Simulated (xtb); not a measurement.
CHO2, SMILES [O]C=O (connectivity only; charge and spin as stated), charge -1, multiplicity 1. All values are semi-empirical tight-binding results from xtb (GFN2-xTB unless named), good for trends rather than for accurate numbers. Geometry optimised at GFN2-xTB. The spin state was assumed, not searched. The isomer is the one that the SMILES or the coordinates give; other isomers of the formula were not compared.

Optimised geometry:

Bond lengths (Å): O1–C2 1.230, C2–O3 1.230, C2–H4 1.190. Bond angles (°): O1–C2–O3 131.6, O1–C2–H4 114.2, O3–C2–H4 114.2.
Charge -1, spin multiplicity 1.

| Property | Value |
|---|---|
| point group as xtb finds it | C2v |
| orbital gap | 5.35 eV |
| zero-point energy | 11.7 kcal/mol |
| G − E(el) at 298.15 K (modified RRHO) | -2.8 kcal/mol |
| static polarisability (D4 model) | 26.2 bohr³ |
| solvation energy, GFN2-xTB/ALPB(water) | -68.7 kcal/mol |
| solvation energy, GFN2-xTB/ALPB(benzene) | -54.8 kcal/mol |

Computed IR lines (harmonic; lines under 4 % of the strongest left out, lines within 3 cm⁻¹ merged):
ν (cm⁻¹): 704 (w), 948 (w), 1274 (s), 1831 (vs), 1973 (vs) (against the strongest line: vs over 80 %, s over 45 %, m over 15 %, w over 4 %, vw less)

Computed atomic charges and the Wiberg bond orders between heavy atoms:
charges (e) O1 -0.60, C2 0.39, O3 -0.60, H4 -0.20. Bond orders O1–C2 1.55, C2–O3 1.55.
